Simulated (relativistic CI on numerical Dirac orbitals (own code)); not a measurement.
# Sm52+: computed level list

Method of calculation: Dirac-Coulomb-Breit CI, orbitals from a KLI potential per configuration, model QED (radiative potential, 1s self-energy scaled to tabulated hydrogen-like ionisation energies), unscaled Slater integrals (own radial code, finite nucleus).

Configurations in the expansion (outside the closed core 1s2): 2s2.2p6, 2s2.2p5.3s, 2s2.2p5.3p, 2s2.2p5.3d, 2s.2p6.3s, 2s.2p6.3p, 2s.2p6.3d, 2s2.2p5.4s, 2s2.2p5.4p, 2s2.2p5.4d, 2s2.2p5.4f, 2s.2p6.4s, 2s2.2p4.3s2, 2s.2p6.4p, 2s.2p6.4d, 2s2.2p4.3s.3p. Levels of other configurations are missing.

```csv
No.,Configuration,Term,J,E (Ry),%,Next component (%),Landé g
1,2s2.2p6,1S,0,0.000,100,,
2,2s2.2p5.3s,3P°,2,418.733,100,,1.480
3,2s2.2p5.3s,1P°,1,419.227,66,34 3P°,1.143
4,2s2.2p5.3p,3P,1,427.079,49,33 3S,1.509
5,2s2.2p5.3p,3D,2,427.244,51,33 1D,1.145
6,2s2.2p5.3p,3D,3,439.276,100,,1.317
7,2s2.2p5.3p,1P,1,439.285,56,35 3S,1.291
8,2s2.2p5.3p,3P,2,440.019,67,33 1D,1.318
9,2s2.2p5.3p,1S,0,443.274,59,41 3P,
10,2s2.2p5.3d,3P°,0,448.611,100,,
11,2s2.2p5.3d,3P°,1,449.170,71,29 3D°,1.194
12,2s2.2p5.3d,3F°,3,449.379,54,39 1F°,1.052
13,2s2.2p5.3d,3D°,2,449.788,55,18 3F°,1.074
14,2s2.2p5.3d,3F°,4,451.923,100,,1.236
15,2s2.2p5.3d,1D°,2,452.308,50,40 3P°,1.180
16,2s2.2p5.3d,3D°,3,452.915,70,28 1F°,1.223
17,2s2.2p5.3d,1P°,1,454.710,62,23 3D°,0.960
18,2s2.2p5.3s,3P°,0,464.310,100,,
19,2s2.2p5.3s,3P°,1,464.555,66,34 1P°,1.307
20,2s2.2p5.3p,3D,1,472.539,73,23 1P,0.645
21,2s2.2p5.3p,3P,0,475.321,59,41 1S,
22,2s2.2p5.3p,3P,1,484.804,50,27 3S,1.497
23,2s2.2p5.3p,3D,2,485.132,49,34 1D,1.152
24,2s.2p6.3s,3S,1,492.136,97,2 2s2.2p5.3p 3S,1.969
25,2s.2p6.3s,1S,0,493.760,100,,
26,2s2.2p5.3d,3F°,2,494.883,74,21 1D°,0.753
27,2s2.2p5.3d,3D°,1,496.257,47,35 1P°,0.843
28,2s2.2p5.3d,3P°,2,497.809,46,37 3D°,1.279
29,2s2.2p5.3d,3F°,3,498.045,44,34 1F°,1.099
30,2s.2p6.3p,3P°,0,500.394,100,,
```

Energies count from the lowest computed level; ° marks odd parity.

The mean weight of the leading LS term, summed over parents, in these 30 levels is 70 %, and that of the leading jj configuration (from the same eigenvectors) 99 %, so jj coupling describes them better and the LS labels are nominal.

At this charge energies of transitions that change n are usually good to better than 1 %, and those within a shell (Δn = 0) to a few per cent.

LS names give the leading component of a level, which can be under half, so a name can repeat, a term be missing and a line seem to break the LS rules.
